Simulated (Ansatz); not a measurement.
A nudged elastic band was laid between two geometries of H3P + H4Sn (9 atoms, charge 0, multiplicity 1).

Level of theory: RKS BHLYP-D4/def2-SVP in Ansatz 0.2.0.

```yaml
movable_images: 7
climbing_image: yes
spring: 5.0 eV/Å²
optimiser: quadratic models (default)
start_path: through a guess of the saddle point
force_threshold: 0.05 eV/Å
iteration_limit: 60
end_points: relaxed
```

Image 0:

```xyz
9
Properties=species:S:1:pos:R:3
Sn 0.496 -0.091 -0.204
H 0.811 -0.222 1.466
H 1.951 0.200 -1.043
H -0.587 1.196 -0.471
H -0.198 -1.543 -0.765
P -3.373 0.235 1.538
H -2.901 -0.649 0.538
H -3.792 -0.809 2.401
H -2.108 0.372 2.159
```

Image 8:

```xyz
9
Properties=species:S:1:pos:R:3
Sn -0.593 -0.155 -0.630
H 0.188 0.228 3.338
H 0.868 0.033 0.229
H -0.719 1.071 -1.810
H -0.606 -1.681 -1.395
P -2.512 0.115 0.988
H -3.491 -0.309 0.054
H -2.348 -1.174 1.554
H -0.487 0.560 3.291
```

(1) What changes between the two ends?

(2) Give the energies along the band, and the barrier.

(3) What is the geometry of the highest image?

The band took 32 iterations and about 6 core-minutes.

Answers

(1) Bonds broken: Sn1–H2, P6–H9. Bonds formed: Sn1–P6, H2–H9. H3P + H4Sn becomes H2 + H5PSn.

(2) It converged. The highest image is number 4 of 0 to 8, 3.06 eV above the first end and 3.09 eV above the last; the last end lies 0.03 eV below the first. Neighbouring images differ by up to 3.0 eV, so the band resolves the path poorly. A vibrational analysis at the climbing image gives one clearly imaginary mode, 1804i cm⁻¹: a first-order saddle point. The orbitals stay closed-shell, which can raise the energy where a bond breaks towards radicals; this wasn't checked here.

```tsv
image	path coordinate (Å)	energy (eV)	Sn1–H2 (Å)	P6–H9 (Å)	Sn1–P6 (Å)
0	0.00	0.00	1.70	1.42	4.26
1	1.58	0.01	1.70	1.42	4.54
2	3.16	0.02	1.71	1.42	4.47
3	4.74	0.11	1.71	1.41	3.73
4	6.32	3.06	2.02	1.94	2.96
5	8.52	0.06	3.26	3.06	2.54
6	10.72	0.00	4.73	4.67	2.53
7	12.93	-0.01	3.93	4.16	2.53
8	15.13	-0.03	4.06	3.10	2.52
```

(3) 
```xyz
9
Properties=species:S:1:pos:R:3
Sn -0.108 0.085 -0.176
H -0.168 -0.644 1.703
H 1.595 0.184 0.097
H -0.608 1.660 -0.587
H -0.474 -1.251 -1.145
P -2.893 -0.089 0.818
H -3.049 -1.384 1.378
H -2.892 0.585 2.066
H -1.105 -0.459 1.467
```

Run time: 6.2 min on 1 thread of Intel(R) Xeon(R) 6975P-C (Granite Rapids), on a shared host, peak memory 0.21 GiB.
